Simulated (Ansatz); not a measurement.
Reaction (ligand exchange at the Si–C bond): `FC([SiH3])[SiH2][SiH3]` + `[OH][SnH3]` → `[SiH3][SiH2][O][SnH3]` + `FC[SiH3]`

Isolated molecules relaxed with PBE0-D4/def2-TZVP in Ansatz; ΔE leaves out vibrations. CCSD(T)/CBS is the MP2 limit (def2-TZVPP, def2-QZVPP) plus CCSD(T) − MP2 in def2-TZVPP, frozen cores. DFT in def2-TZVPP. B3LYP here is the variant with VWN-RPA as its local correlation; programs differ in this. def2 core potentials past Kr. For Sn outer-core shells are correlated without core-valence functions, which leaves a few kJ/mol of doubt a bond. Each species was taken in one conformer, which may not be the lowest.

```json
{"level": "PBE0-D4", "ΔE (eV)": "-1.07"}
{"level": "B3LYP-D4", "ΔE (eV)": "-1.16"}
{"level": "ωB97X-V", "ΔE (eV)": "-1.15"}
{"level": "PBE0", "ΔE (eV)": "-1.10"}
{"level": "HF/def2-QZVPP", "ΔE (eV)": "-1.51"}
{"level": "SCS-MP2/def2-QZVPP", "ΔE (eV)": "-1.26"}
{"level": "MP2/CBS(def2)", "ΔE (eV)": "-1.20"}
{"level": "CCSD/CBS(def2)", "ΔE (eV)": "-1.22"}
```

(1) What does CCSD(T)/CBS give? (An estimate is asked.)

Largest T1 diagnostic among the species: 0.014.

Answers

(1) Ansatz gave: -1.18 eV. The listed levels differ from it by 0.11, 0.02, 0.03, 0.08, -0.33, -0.08, -0.02, -0.04 eV.

From PBE to PBE0 (25 % exact exchange), in def2-TZVPP and without D4, ΔE moves by −0.08 eV. The D4 term adds +0.07 eV with B3LYP and +0.04 eV with PBE0; it sums over pairs of atoms, weighted by their polarisabilities, and B3LYP, whose exchange is more repulsive, gets the larger term. In def2-TZVPP, CCSD(T) changes the Hartree–Fock value by +0.31 eV (the triples alone add +0.05 eV) and MP2 by +0.28 eV.
